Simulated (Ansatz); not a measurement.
`[CH3][Zr]12345678([Cl])([C@H]9[C@@H]1[C@@H]2[C@@H]3[C@H]94)[C@H]1[C@@H]5[C@@H]6[C@@H]7[C@H]18`, charge 0, multiplicity 1.

Task: Give a relaxed structure at PBE0-D4/def2-TZVP (Ansatz). (An estimate is asked.)

Result: Computed: 
Cartesian coordinates in Å:
```
C -2.2670 -0.3422 -0.3726
Zr -0.1481 -0.2152 0.4219
Cl -0.5272 -1.2277 2.5839
C 0.3414 -2.5743 -0.3424
C 1.5628 -2.0433 0.1239
C 1.9387 -0.9944 -0.7359
C 0.9468 -0.8759 -1.7376
C -0.0327 -1.8610 -1.4974
C -0.8694 2.0316 1.3561
C -0.7621 2.1938 -0.0422
C 0.5912 2.0353 -0.3945
C 1.3228 1.7715 0.7897
C 0.4172 1.7875 1.8689
H -2.4108 -0.0027 -1.4028
H -2.5964 -1.3851 -0.3164
H -2.9248 0.2520 0.2695
H -0.2230 -3.3638 0.1302
H 2.0924 -2.3620 1.0093
H 2.8310 -0.3930 -0.6516
H 0.9474 -0.1699 -2.5545
H -0.9196 -2.0278 -2.0874
H -1.7835 2.0554 1.9302
H -1.5767 2.3923 -0.7209
H 1.0023 2.1124 -1.3895
H 2.3890 1.6172 0.8599
H 0.6582 1.5894 2.9019
```
This is one stationary point; other conformers may exist.
